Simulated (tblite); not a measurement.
Give a GFN2-xTB geometry of `C#C[C@H]([SiH3])[C](C)C=O` [radical]. (Doublet state.)

```xyz
17
C6H9OSi angstrom
C      0.8664    2.6330    0.7649
C      0.5904    1.4657    0.7762
C      0.2609    0.0720    0.7732
Si     1.8120   -0.9507    0.1391
C     -0.8548   -0.3210   -0.0851
C     -1.3057    0.5645   -1.1862
C     -1.4438   -1.5849    0.1484
O     -1.0545   -2.3872    1.0003
H      1.0977    3.6562    0.7754
H      0.1074   -0.2986    1.7901
H      1.4937   -2.3646    0.2301
H      2.9271   -0.5472    0.9968
H      2.0466   -0.5074   -1.2382
H     -0.4677    0.8252   -1.8355
H     -2.0834    0.0881   -1.7792
H     -1.6927    1.5035   -0.7837
H     -2.3066   -1.8346   -0.4967
```

Any rigid rotation of these coordinates is as good. Atoms count from 1 in this order. C5 (carbon bonded to 3 C) is planar (angles 122.0°, 120.5° and 117.5°, sum 360.0°, 0.02 Å off the plane of its three neighbours). Si4 (silicon bonded to C and 3 H) is distorted tetrahedral (angles from 105.6° to 113.5°). The 5 C–C bonds span 1.200 Å (C1≡C2, drawn triple) to 1.483 Å (C5–C6, drawn single), a spread of 0.283 Å. Of the pairs four or more bonds apart, Si4···O8 is among the closest relative to their van der Waals radii: 3.32 Å, 92 % of the sum of Bondi's values.

Bonds between heavy atoms (Å): C1≡C2 1.200, C2–C3 1.432, C3–Si4 1.963, C3–C5 1.462, C5–C6 1.483, C5–C7 1.414, C7=O8 1.233.

Computed geometry: GFN2-xTB, gas phase. This method treats the open shell by occupation alone, without spin polarisation.

Point group: C1 (no symmetry element, even within 0.4 Å). Its GFN2-xTB frequencies are all real (lowest 59 cm⁻¹). Torsions: C2–C3–C5–C6 19°, C3–C5–C7–O8 -2°. 3 starts were optimised and ended at 0.00, 2.53 and -35.35 kcal/mol (GFN2-xTB); the lowest of these is shown.

One conformer stands for the species.
